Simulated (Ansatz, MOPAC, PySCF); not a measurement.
Lewis adduct: GaH3 (SMILES [GaH3]) (first 4 atoms) with PH3 (SMILES P); geometry from B3LYP-D3(BJ)/def2-TZVP.
(charge 0, multiplicity 1):
```xyz
8

Ga    -0.46140     0.48940     0.71029
H     -1.53945     1.49702     1.26562
H     -0.95067    -0.79868    -0.05585
H      1.00394     1.01248     0.45528
P      0.03315    -0.67019     2.95052
H      0.98565    -1.70724     2.99417
H      0.52282     0.09611     4.02641
H     -1.00976    -1.32777     3.63205
```

Monomers are frozen at their geometry in the pair; levels with a basis set take the counterpoise correction. Rows marked so take none.

Rows in 6-31G* carry no dispersion term and start afresh at each structure (6-31G* with six Cartesian d functions); the Pople sets are all-electron and without relativity. The state reached by AM1, PM3 isn't checked.

Programs: Ansatz (Gaussian basis) for Hartree–Fock, density functionals and correlated methods; MOPAC for AM1, PM3 (differences of heats of formation); PySCF for 6-31G* rows. Values without a source in brackets are computed.

Task: One of these levels gives -14.41 kcal/mol for the interaction energy. Which?
(A) B3LYP/6-31G* (no counterpoise)
(B) AM1
(C) PBE/def2-TZVPPD
(D) PM3

Result: A, B3LYP/6-31G* (no counterpoise). The others give -20.63 (AM1), -55.57 (PM3), -16.92 (PBE/def2-TZVPPD)

Ansatz is a quantum-chemistry and plane-wave program.
